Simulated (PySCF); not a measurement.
Gas-phase reaction: GeI2 + 2 IBr ⇌ GeI4 + Br2, at 1200 K and a standard pressure of 1 bar. Level: B3LYP/def2-TZVP†.

Energies from PySCF, thermal terms from the rigid-rotor harmonic-oscillator model, ideal gas at 1 bar. † marks an energy on the PBE0/def2-TZVP geometry and frequencies. All species are closed-shell singlets. B3LYP is the form with VWN-RPA correlation. I: scalar-relativistic def2 core potential, no spin-orbit coupling. Br, Ge: all electrons, no relativistic terms. The harmonic model lacks anharmonicity and excited electronic states, which grow with temperature; levels with a mode under 35 cm⁻¹ are left out. Soft modes under 120 cm⁻¹ make the harmonic entropy rough for GeI2, GeI4.

```json
[
 {"species": "GeI2", "E (Ha)": "-2672.74252", "H(1200 K) − E (kJ/mol)": "70.0", "S°(1200 K) (J/mol/K)": "415.1"},
 {"species": "IBr", "E (Ha)": "-2871.99408", "H(1200 K) − E (kJ/mol)": "45.0", "S°(1200 K) (J/mol/K)": "309.9"},
 {"species": "GeI4", "E (Ha)": "-3268.42481", "H(1200 K) − E (kJ/mol)": "130.0", "S°(1200 K) (J/mol/K)": "579.6"},
 {"species": "Br2", "E (Ha)": "-5148.35909", "H(1200 K) − E (kJ/mol)": "45.0", "S°(1200 K) (J/mol/K)": "296.4"}
]
```
E: electronic energy; H − E holds the zero-point and thermal terms. 1 Ha = 2625.5 kJ/mol.

**Question.** Work out ΔH°, ΔS°, ΔG° and log10 K from these numbers.

**Answer.** 1. ΔE = 1×(-3268.42481) + 1×(-5148.35909) − 1×(-2672.74252) − 2×(-2871.99408) = -0.05322 Ha = -139.7 kJ.
2. Δ(H − E) = 1×(130.0) + 1×(45.0) − 1×(70.0) − 2×(45.0) = 15.0 kJ, so ΔH° = -124.7 kJ.
3. ΔS° = 1×(579.6) + 1×(296.4) − 1×(415.1) − 2×(309.9) = -158.9 J/K; the number of gas molecules changes by -1.
4. ΔG° = ΔH° − TΔS° = -124.7 − 1200×(-158.9)/1000 = 66.0 kJ.
5. log10 K = −ΔG°/(RT ln 10) = -2.87, with RT ln 10 = 22.97 kJ/mol; at standard pressures the reactants are favoured.
6. A shift of 10 kJ in ΔE would move log10 K by 0.44 here.
7. Lowering the total pressure from 1 bar to 0.01 bar multiplies the mole-fraction quotient K_x = K (p/p°)^(−Δn) by 10^-2, which pushes the balance towards the reactants.
For scale, ΔH°(298 K) is -136 kJ at this level, -186 kJ at ωB97M-V/def2-TZVP†, and runs from -246 to -89 kJ over the 17 levels computed.
